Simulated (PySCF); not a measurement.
A calculated (UHF, PySCF 2.14, aug-cc-pVTZ-DK, the spin-free X2C one-electron Hamiltonian (Gaussian nucleus)) atom or ion has these occupied shells.

```csv
shell,electrons,orbital energy (eV),"rms radius, mean of both spins (bohr)"
1s α,1,-6041.7,0.0734
1s β,1,-6041.6,0.0734
2s α,1,-724.05,0.316
2s β,1,-721.40,0.316
2p α,3,-605.35,0.287
2p β,3,-602.74,0.287
3s α,1,-95.618,0.972
3s β,1,-86.226,0.972
3p α,3,-61.821,1.06
3p β,3,-50.418,1.06
3d α,5,-9.985,1.60
4s α,1,-6.157,3.91
```

Question: Name the element and its charge.

Answer: Cr (chromium, neutral), in [Ar] 3d5 4s1, high-spin 7S determinant.
